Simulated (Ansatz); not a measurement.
Molecule: C5H9, net charge 0, doublet state. It need not be the lowest isomer of its formula. SMILES: [CH2]C/C=C\C
Coordinates optimised at B3LYP-D3(BJ)/def2-TZVP (Ansatz, a first-principles code):
```xyz
14

C      2.0754     0.8494    -0.0247
C      1.1781    -0.3351    -0.1324
C     -0.1092    -0.0317    -0.8470
C     -1.3404    -0.0500    -0.3414
C     -1.7527    -0.3877     1.0576
H      1.6595     1.8416     0.0831
H      3.1470     0.7298     0.0589
H      0.9698    -0.7412     0.8673
H      1.7039    -1.1391    -0.6614
H      0.0068     0.2525    -1.8887
H     -2.1563     0.2096    -1.0102
H     -0.9077    -0.6135     1.7063
H     -2.3067     0.4422     1.5057
H     -2.4240    -1.2514     1.0661
```
Charge 0, spin multiplicity 2.

Parts of the frozen-core correlation energy in cc-pVQZ (Ansatz, hartree). Frozen orbitals: 5; correlated occupied orbitals by spin: 15 and 14; virtual: 525 and 526. UHF or UKS for open shells. No spin-orbit coupling. No relativistic terms.

```tsv
term	value
reference (HF)	-194.59247
MP2 opposite-spin	…
MP2 same-spin	…
CCSD correlation	-0.91502
(T)	…
T1 diagnostic	0.012
largest doubles amplitude	0.026
<S^2> of the reference	0.767
```

**Question.** Some entries are withheld; supply them.

**Answer.** 
- MP2 opposite-spin, value: -0.68024
- MP2 same-spin, value: -0.19021
- (T), value: -0.03966
